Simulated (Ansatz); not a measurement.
F2HOSi2−: where a starting geometry ends

The starting geometry of this gas-phase singlet was optimised with GFN2-xTB; its bonds are those of `F[Si]O[SiH-]F`.

```xyz
6

F    -0.9404    3.1995   -0.4875
F    -0.2220   -1.3476   -0.8036
O    -0.5015    0.9242    0.4082
Si   -0.4186   -0.7613    0.7927
Si    0.1301    1.8701   -0.6746
H     1.0731   -0.8018    1.0886
```

Predict what becomes of its bonds when it is optimised with PBE0-D3(BJ)/def2-SVPD.

A new bond forms, giving a structure with H6 bridging Si5 and Si4, given below by its coordinates. Distances that change by over a tenth: Si4–Si5 (3.06 → 2.60 Å), Si4–H6 (1.52 → 1.76 Å). Contacts that close: Si5–H6 (3.34 → 1.76 Å).

The energy falls by 0.63 eV over 24 steps:

```json
{"step": "1", "E − E(last) (eV)": "0.635"}
{"step": "4", "E − E(last) (eV)": "0.472"}
{"step": "6", "E − E(last) (eV)": "0.466"}
{"step": "9", "E − E(last) (eV)": "0.407"}
{"step": "11", "E − E(last) (eV)": "0.402"}
{"step": "14", "E − E(last) (eV)": "0.391"}
{"step": "16", "E − E(last) (eV)": "0.284"}
{"step": "19", "E − E(last) (eV)": "0.049"}
{"step": "21", "E − E(last) (eV)": "0.000"}
{"step": "24", "E − E(last) (eV)": "0.000"}
```

Final geometry (Å):

```
atom    x (Å)    y (Å)    z (Å)
   F  -0.0835   2.7908   0.4525
   F  -0.0077  -1.7713  -0.2715
   O  -1.2751   0.5600  -0.3548
  Si  -0.5157  -0.5122   0.7661
  Si   0.1003   1.5449  -0.7025
   H   0.9025   0.4710   0.4340
```

Frequencies at the end are all real (lowest 122 cm⁻¹). Run with Ansatz 0.2.0, 39 s on 2 threads of Intel(R) Xeon(R) 6975P-C (Granite Rapids), with other jobs on the host.
